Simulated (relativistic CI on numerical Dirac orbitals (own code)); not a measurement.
## Ar12+: sensitivity of the levels to the model

Base calculation: Dirac-Coulomb-Breit CI, orbitals from a KLI potential per configuration, model QED, unscaled Slater integrals.

CI space (outside the closed core 1s2): 2s²2p², 2s2p³, 2p⁴, 2p³3s, 2p³3p, 2s²2p3s, 2p³3d, 2s²2p3p, 2s²2p3d, 2s2p²3s, 2s2p²3p, 2s2p²3d, 2s²2p4s, 2s²2p4p, 2s²2p4d, 2s²2p4f. Levels of other configurations are missing.

Variants: (1) configuration mixing switched off; (2) QED terms removed. Shifts of the energy above 2s²2p² ³P0, in eV, for the lowest level and the first level of each name with at least 55 % of one term (blank where a level changes its place among those of its configuration and J or its character, or is not in the variant):

```
       Level     Base    Δ(1)    Δ(2)
  2s²2p² ³P0    0.000   0.000   0.000
  2s²2p² ³P1    1.215  -0.029  -0.004
  2s²2p² ³P2    2.704  +0.004  -0.007
  2s²2p² ¹D2   10.890  -0.044  -0.007
  2s²2p² ¹S0   20.194  +3.742  -0.001
  2s2p³ ⁵S°2   27.227  -2.023  +0.106
  2s2p³ ³D°2   52.714  -1.555  +0.108
  2s2p³ ³D°1   52.786  -1.550  +0.107
  2s2p³ ³D°3   52.864  -1.549  +0.106
  2s2p³ ³P°0   61.857  -1.774  +0.106
  2s2p³ ³P°1   61.899  -1.767  +0.106
  2s2p³ ³P°2   62.043  -1.762  +0.105
  2s2p³ ¹D°2   79.062  -1.081  +0.107
  2s2p³ ³S°1   79.279  -1.152  +0.110
  2s2p³ ¹P°1   88.205  -1.342  +0.106
     2p⁴ ³P2  119.835  -2.990  +0.222
     2p⁴ ³P1  121.767  -2.944  +0.217
     2p⁴ ³P0  122.367  -2.980  +0.216
     2p⁴ ¹D2  129.222  -2.659  +0.218
     2p⁴ ¹S0  146.697  -7.093  +0.211
2s²2p3s ³P°0  388.309  +2.309  -0.036
2s²2p3s ³P°1  388.806  +2.282  -0.037
```

At this charge energies of transitions that change n are usually good to better than 1 %, and those within a shell (Δn = 0) to a few per cent.

Ionisation energy from the two ground configurations alone: base 686.255 eV. The NIST ASD value (semi-empirical) is 685.5 eV.

LS names give the leading component of a level, which can be under half, so a name can repeat, a term be missing and a line seem to break the LS rules.
